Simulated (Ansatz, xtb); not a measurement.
**Relative energy of two isomers of C5H5BOS**

We compare I, `Bc1ccc(C=O)s1`, a singlet, with II, `Bc1sccc1C=O`, a singlet. Both are isolated molecules in the gas phase, relaxed with PBE-D3(BJ)/def2-SVP; each stands in its lowest conformer found.

I (Å):

```xyz
13

C    -0.4797    1.8154    0.0282
C     0.8730    1.4286    0.0977
C     1.0704    0.0364    0.0041
C    -0.1375   -0.6618   -0.1391
C    -0.3178   -2.1153   -0.2654
B    -1.0803    3.2210    0.0932
O    -1.3961   -2.6729   -0.3883
S    -1.4980    0.4066   -0.1563
H    -2.2812    3.3906    0.0180
H    -0.3327    4.1716    0.2221
H     1.6800    2.1660    0.2145
H     2.0463   -0.4690    0.0366
H     0.6549   -2.6921   -0.2384
```

II (Å):

| atom | x (Å) | y (Å) | z (Å) |
| --- | --- | --- | --- |
| C | 0.2095 | -0.3111 | -0.1730 |
| C | -0.1245 | 0.8781 | -2.3672 |
| C | 0.2265 | -0.4514 | -2.5461 |
| C | 0.4169 | -1.1291 | -1.3102 |
| C | 0.7970 | -2.5613 | -1.2507 |
| B | 0.3015 | -0.6111 | 1.3216 |
| O | 0.9694 | -3.2486 | -2.2456 |
| S | -0.2220 | 1.2986 | -0.7017 |
| H | 0.6001 | -1.7228 | 1.7097 |
| H | 0.0747 | 0.2674 | 2.1307 |
| H | -0.3298 | 1.6273 | -3.1435 |
| H | 0.3496 | -0.9465 | -3.5187 |
| H | 0.9187 | -2.9823 | -0.2135 |

Quicker runs give these differences E(II) − E(I): GFN2-xTB +0.57 kcal/mol; HF/STO-3G +0.28 kcal/mol (at GFN2-xTB geometries); r2SCAN-D4/def2-SVP +0.56 kcal/mol (at GFN2-xTB geometries).

Task: Estimate E(II) − E(I) at the level CCSD(T)/def2-SVP + ΔMP2/def2-TZVPP.

Result: Too close to call at this level: CCSD(T)/def2-SVP + ΔMP2/def2-TZVPP gives E(II) − E(I) = −0.04 kcal/mol.

Level by level:

```
                             level             geometry  E(II) − E(I) (kcal/mol)  departure from the last row (kcal/mol)  job, with rough time for the two
                          GFN2-xTB             GFN2-xTB                     +0.57                                   +0.61              optimisation, 0.57 s
                         HF/STO-3G             GFN2-xTB                     +0.28                                   +0.32               single point, 1.7 s
                r2SCAN-D4/def2-SVP             GFN2-xTB                     +0.56                                   +0.60                single point, 14 s
               PBE-D3(BJ)/def2-SVP  PBE-D3(BJ)/def2-SVP                     +0.40                                   +0.44                optimisation, 71 s
                       HF/def2-SVP  PBE-D3(BJ)/def2-SVP                     +0.14                                   +0.18           part of the CCSD(T) run
                      MP2/def2-SVP  PBE-D3(BJ)/def2-SVP                     +0.44                                   +0.48           part of the CCSD(T) run
                  CCSD(T)/def2-SVP  PBE-D3(BJ)/def2-SVP                     −0.02                                   +0.02                      single point
CCSD(T)/def2-SVP + ΔMP2/def2-TZVPP  PBE-D3(BJ)/def2-SVP                     −0.04                                                     single point, 4.9 min
```

As drawn, both hold the same kinds of bond in the same numbers.

The largest departure from CCSD(T)/def2-SVP + ΔMP2/def2-TZVPP is that of GFN2-xTB, 0.61 kcal/mol. The last row adds to CCSD(T) the change of the MP2 difference between the two basis sets, here −0.02 kcal/mol.

With thermal terms from frequencies at re-optimised GFN2-xTB minima (ideal gas, soft modes damped towards free rotors, one conformer each, 298.15 K, 1 atm): on the last row, ΔE + ΔZPE = +0.03, ΔH = +0.01, ΔG = +0.04 kcal/mol.

The correlated steps freeze 12 core orbitals. Codes used: Ansatz 0.2.0, xtb 6.7.1; the last row on 2 threads of AMD EPYC (Zen 3) on a shared host.
